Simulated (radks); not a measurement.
Trend from La to Lu: ionisation energy by Delta-SCF between NIST ground configurations, and size. Method: non-relativistic Kohn-Sham, PBE, spin-polarised, spherical densities, point nucleus; open shells are filled with parallel spins first (spin-orbit coupling, left out, can overturn this in heavy ions); computed with a radial shooting solver on a logarithmic mesh with Libxc functionals.

La: configuration [Xe] 5d1 6s2; configuration of the ion [Xe] 5d2; IE (eV) 4.445; NIST (eV) 5.577; kind exp.; -e(HOMO) (eV) 3.335 (6s); outermost 6s; <r> outermost (bohr) 4.67
Ce: configuration [Xe] 4f1 5d1 6s2; configuration of the ion [Xe] 4f1 5d2; IE (eV) 4.533; NIST (eV) 5.539; kind exp.; -e(HOMO) (eV) 3.358 (6s); outermost 6s; <r> outermost (bohr) 4.62
Pr: configuration [Xe] 4f3 6s2; configuration of the ion [Xe] 4f3 6s1; IE (eV) 5.189; NIST (eV) 5.470; kind semi-emp.; -e(HOMO) (eV) 3.217 (6s); outermost 6s; <r> outermost (bohr) 4.77
Nd: configuration [Xe] 4f4 6s2; configuration of the ion [Xe] 4f4 6s1; IE (eV) 5.228; NIST (eV) 5.525; kind exp.; -e(HOMO) (eV) 3.238 (6s); outermost 6s; <r> outermost (bohr) 4.73
Pm: configuration [Xe] 4f5 6s2; configuration of the ion [Xe] 4f5 6s1; IE (eV) 5.265; NIST (eV) 5.582; kind exp.; -e(HOMO) (eV) 3.259 (6s); outermost 6s; <r> outermost (bohr) 4.69
Sm: configuration [Xe] 4f6 6s2; configuration of the ion [Xe] 4f6 6s1; IE (eV) 5.302; NIST (eV) 5.644; kind exp.; -e(HOMO) (eV) 3.279 (6s); outermost 6s; <r> outermost (bohr) 4.65
Eu: configuration [Xe] 4f7 6s2; configuration of the ion [Xe] 4f7 6s1; IE (eV) 5.339; NIST (eV) 5.670; kind exp.; -e(HOMO) (eV) 3.299 (6s); outermost 6s; <r> outermost (bohr) 4.61
Gd: configuration [Xe] 4f7 5d1 6s2; configuration of the ion [Xe] 4f7 5d1 6s1; IE (eV) 5.622; NIST (eV) 6.150; kind exp.; -e(HOMO) (eV) 3.505 (6s); outermost 6s; <r> outermost (bohr) 4.38
Tb: configuration [Xe] 4f9 6s2; configuration of the ion [Xe] 4f9 6s1; IE (eV) 5.507; NIST (eV) 5.864; kind exp.; -e(HOMO) (eV) 3.404 (6s); outermost 6s; <r> outermost (bohr) 4.49
Dy: configuration [Xe] 4f10 6s2; configuration of the ion [Xe] 4f10 6s1; IE (eV) 5.579; NIST (eV) 5.939; kind exp.; -e(HOMO) (eV) 3.449 (6s); outermost 6s; <r> outermost (bohr) 4.43
Ho: configuration [Xe] 4f11 6s2; configuration of the ion [Xe] 4f11 6s1; IE (eV) 5.646; NIST (eV) 6.022; kind exp.; -e(HOMO) (eV) 3.490 (6s); outermost 6s; <r> outermost (bohr) 4.38
Er: configuration [Xe] 4f12 6s2; configuration of the ion [Xe] 4f12 6s1; IE (eV) 5.710; NIST (eV) 6.108; kind exp.; -e(HOMO) (eV) 3.530 (6s); outermost 6s; <r> outermost (bohr) 4.34
Tm: configuration [Xe] 4f13 6s2; configuration of the ion [Xe] 4f13 6s1; IE (eV) 5.771; NIST (eV) 6.184; kind exp.; -e(HOMO) (eV) 3.568 (6s); outermost 6s; <r> outermost (bohr) 4.29
Yb: configuration [Xe] 4f14 6s2; configuration of the ion [Xe] 4f14 6s1; IE (eV) 5.830; NIST (eV) 6.254; kind exp.; -e(HOMO) (eV) 3.604 (6s); outermost 6s; <r> outermost (bohr) 4.25
Lu: configuration [Xe] 4f14 5d1 6s2; configuration of the ion [Xe] 4f14 6s2; IE (eV) 6.503; NIST (eV) 5.426; kind exp.; -e(HOMO) (eV) 2.855 (5d); outermost 6s; <r> outermost (bohr) 4.01

Reference values: NIST Atomic Spectra Database (exp. = measured, semi-emp. = semi-empirical, theory = theoretical value adopted there). Relativity is left out here, which matters for elements this heavy. Open shells are spherical and high-spin; term and fine-structure splittings are not resolved.
